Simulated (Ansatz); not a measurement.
Gas-phase electronic energies from Ansatz, PBE0-D4/def2-TZVP geometries. CCSD(T)/CBS is the MP2 limit (def2-TZVPP, def2-QZVPP) plus CCSD(T) − MP2 in def2-TZVPP, frozen cores. This one scheme is used for every species. DFT in def2-TZVPP. B3LYP here is the variant with VWN-RPA as its local correlation; programs differ in this. For Ge outer-core shells are correlated without core-valence functions, which leaves a few kJ/mol of doubt a bond. Scalar relativity is left out up to krypton. One conformer a species, not always the lowest.

Consider the silylene formation by 1,1-elimination: `C[SiH2][CH2][GeH3]` → `[CH3][GeH3]` + `C[SiH]`.

```json
{"level": "PBE-D4", "ΔE (kcal/mol)": "56.3", "difference from CCSD(T)/CBS": "-1.0"}
{"level": "PBE0-D4", "ΔE (kcal/mol)": "59.0", "difference from CCSD(T)/CBS": "1.7"}
{"level": "PBE", "ΔE (kcal/mol)": "53.5", "difference from CCSD(T)/CBS": "-3.8"}
{"level": "r2SCAN", "ΔE (kcal/mol)": "59.6", "difference from CCSD(T)/CBS": "2.3"}
{"level": "B3LYP", "ΔE (kcal/mol)": "50.6", "difference from CCSD(T)/CBS": "-6.7"}
{"level": "HF/def2-TZVPP", "ΔE (kcal/mol)": "51.5", "difference from CCSD(T)/CBS": "-5.8"}
{"level": "CCSD/def2-TZVPP", "ΔE (kcal/mol)": "54.8", "difference from CCSD(T)/CBS": "-2.5"}
{"level": "HF/def2-QZVPP", "ΔE (kcal/mol)": "51.6", "difference from CCSD(T)/CBS": "-5.7"}
{"level": "SCS-MP2/def2-QZVPP", "ΔE (kcal/mol)": "58.3", "difference from CCSD(T)/CBS": "1.0"}
{"level": "MP2/CBS(def2)", "ΔE (kcal/mol)": "62.0", "difference from CCSD(T)/CBS": "4.7"}
{"level": "CCSD(T)/CBS", "ΔE (kcal/mol)": "57.3", "difference from CCSD(T)/CBS": "0"}
```

Largest T1 diagnostic among the species: 0.012.

In def2-TZVPP, CCSD(T) changes the Hartree–Fock value by +4.2 kcal/mol (the triples alone add +1.0 kcal/mol) and MP2 by +8.9 kcal/mol. The D4 term adds +4.4 kcal/mol with B3LYP and +2.5 kcal/mol with PBE0; it sums over pairs of atoms, weighted by their polarisabilities, and B3LYP, whose exchange is more repulsive, gets the larger term. From PBE to PBE0 (25 % exact exchange), in def2-TZVPP and without D4, ΔE moves by +3.0 kcal/mol.
